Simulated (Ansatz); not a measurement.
Born–Oppenheimer molecular dynamics of BrH + H3N (6 atoms, charge 0, multiplicity 1). It starts from a relaxed structure.

Method: RHF/def2-SVP (Ansatz).

```
ensemble                      : NVE (velocity Verlet)
time step                     : 0.5 fs
steps asked                   : 500
starting velocities drawn for : 500 K
masses                        : H 10 u
seed                          : 487578
```

Frames 10 fs apart, positions in Å, forces in eV/Å.

Velocities at 85.0 fs (Å/ps):

```
N 5.80 -1.41 1.68
H -3.00 1.84 -1.03
H -0.69 -1.22 -7.52
H 0.73 0.29 1.06
Br 0.53 0.12 0.86
H -9.37 0.13 -1.74
```

```xyz
6
Properties=species:S:1:pos:R:3:forces:R:3 time_fs=85.0 energy_less_start_eV=0.141 T=227
N -0.016 -0.006 -0.863 -1.14 -0.46 0.12
H 0.349 0.934 -0.850 0.26 -0.51 -0.45
H 0.548 -0.716 -1.335 -0.40 1.09 0.13
H -0.987 0.011 -1.212 1.34 -0.14 0.27
Br 0.018 -0.112 2.755 0.00 0.04 0.67
H 0.111 -0.275 1.370 -0.06 -0.03 -0.74
6
Properties=species:S:1:pos:R:3:forces:R:3 time_fs=95.0 energy_less_start_eV=0.070 T=364
N -0.001 -0.030 -0.843 0.57 0.27 0.73
H 0.337 0.925 -0.881 0.36 -0.60 -0.25
H 0.529 -0.678 -1.404 0.11 0.51 0.01
H -0.923 0.004 -1.188 -1.04 -0.19 -0.38
Br 0.023 -0.111 2.765 0.00 -0.09 -0.50
H 0.015 -0.273 1.332 0.00 0.09 0.40
6
Properties=species:S:1:pos:R:3:forces:R:3 time_fs=105.0 energy_less_start_eV=0.080 T=345
N 0.021 -0.048 -0.787 -0.86 -0.26 -0.76
H 0.362 0.876 -0.935 0.30 0.67 0.19
H 0.520 -0.592 -1.470 0.30 -0.35 0.19
H -0.916 -0.018 -1.185 0.19 -0.05 0.45
Br 0.028 -0.111 2.771 -0.11 -0.11 -0.83
H -0.081 -0.264 1.325 0.17 0.10 0.76
6
Properties=species:S:1:pos:R:3:forces:R:3 time_fs=115.0 energy_less_start_eV=0.158 T=195
N 0.019 -0.067 -0.778 0.68 0.83 -1.41
H 0.403 0.862 -0.967 -0.65 -0.13 0.76
H 0.533 -0.536 -1.514 -0.09 -0.81 0.44
H -0.919 -0.045 -1.153 -0.04 0.14 0.22
Br 0.032 -0.111 2.768 -0.03 0.02 0.34
H -0.161 -0.245 1.379 0.13 -0.04 -0.34
6
Properties=species:S:1:pos:R:3:forces:R:3 time_fs=125.0 energy_less_start_eV=0.118 T=273
N 0.044 -0.049 -0.845 -0.41 -0.57 0.52
H 0.400 0.865 -0.939 0.04 1.26 0.11
H 0.547 -0.557 -1.530 0.24 -0.83 -0.45
H -0.927 -0.060 -1.101 0.00 0.17 -0.16
Br 0.036 -0.112 2.769 0.04 0.06 0.70
H -0.229 -0.230 1.405 0.09 -0.08 -0.72
6
Properties=species:S:1:pos:R:3:forces:R:3 time_fs=135.0 energy_less_start_eV=0.174 T=163
N 0.064 -0.046 -0.896 0.14 0.50 0.06
H 0.384 0.936 -0.896 -0.23 -1.37 -0.36
H 0.569 -0.638 -1.567 -0.60 0.94 0.62
H -0.935 -0.061 -1.067 0.55 -0.03 -0.28
Br 0.040 -0.113 2.776 -0.24 -0.04 -0.55
H -0.285 -0.222 1.378 0.39 0.00 0.51
6
Properties=species:S:1:pos:R:3:forces:R:3 time_fs=145.0 energy_less_start_eV=0.212 T=91
N 0.082 -0.028 -0.931 -0.64 -0.71 1.06
H 0.359 0.923 -0.886 0.66 0.31 -0.54
H 0.550 -0.649 -1.562 0.22 0.55 -0.15
H -0.904 -0.064 -1.057 -0.38 -0.11 -0.33
Br 0.041 -0.113 2.778 -0.24 -0.03 -0.50
H -0.307 -0.215 1.388 0.39 0.00 0.47
6
Properties=species:S:1:pos:R:3:forces:R:3 time_fs=155.0 energy_less_start_eV=0.135 T=240
N 0.069 -0.042 -0.898 0.26 0.17 0.76
H 0.384 0.916 -0.925 0.00 -0.30 -0.26
H 0.545 -0.610 -1.569 0.19 0.08 -0.18
H -0.906 -0.074 -1.080 -0.58 0.08 -0.30
Br 0.040 -0.114 2.775 0.10 0.06 0.83
H -0.294 -0.208 1.431 0.04 -0.10 -0.85
6
Properties=species:S:1:pos:R:3:forces:R:3 time_fs=165.0 energy_less_start_eV=0.157 T=197
N 0.056 -0.057 -0.832 -0.14 0.30 -1.59
H 0.410 0.894 -0.984 -0.67 -0.51 0.41
H 0.552 -0.560 -1.579 -0.48 -0.02 0.88
H -0.936 -0.076 -1.126 1.16 0.27 0.31
Br 0.039 -0.115 2.780 -0.04 0.02 0.30
H -0.273 -0.210 1.411 0.18 -0.06 -0.31
6
Properties=species:S:1:pos:R:3:forces:R:3 time_fs=175.0 energy_less_start_eV=0.197 T=120
N 0.037 -0.056 -0.837 0.25 -0.01 0.67
H 0.387 0.849 -1.011 0.05 1.49 0.39
H 0.534 -0.529 -1.538 0.69 -1.54 -0.76
H -0.897 -0.056 -1.153 -1.14 0.08 -0.27
Br 0.037 -0.115 2.789 -0.26 -0.06 -0.81
H -0.235 -0.217 1.365 0.39 0.03 0.77
6
Properties=species:S:1:pos:R:3:forces:R:3 time_fs=185.0 energy_less_start_eV=0.085 T=336
N 0.035 -0.051 -0.836 -0.22 0.41 -1.36
H 0.358 0.904 -0.999 -0.02 -0.50 0.31
H 0.552 -0.608 -1.527 -0.39 0.31 0.78
H -0.923 -0.027 -1.194 0.54 -0.20 0.34
Br 0.033 -0.116 2.789 -0.10 -0.02 -0.20
H -0.162 -0.221 1.379 0.20 0.00 0.13
6
Properties=species:S:1:pos:R:3:forces:R:3 time_fs=195.0 energy_less_start_eV=0.081 T=344
N 0.025 -0.024 -0.895 -0.62 -0.04 0.30
H 0.333 0.933 -0.963 0.48 -0.35 -0.28
H 0.550 -0.674 -1.466 0.01 0.63 0.09
H -0.930 -0.015 -1.218 0.10 -0.23 -0.01
Br 0.028 -0.117 2.788 0.02 0.04 0.71
H -0.071 -0.226 1.401 0.02 -0.05 -0.81
```

Of the whole run (250 fs, mean temperature of the second half 223 K): The conserved energy stayed within 0.041 meV per atom of its start (net change 0.027 meV per atom), so the integration is sound. The temperature averaged 0.45 of the 500 K drawn at the start: a run that starts near a minimum puts about half its kinetic energy into the potential. A run of 0.25 ps of so small a system gives no equilibrium averages.

Run time: 6.6 min on 1 thread of Intel(R) Xeon(R) Platinum 8259CL CPU @ 2.50GHz (Skylake/Cascade Lake) (shared host), peak memory 0.13 GiB.
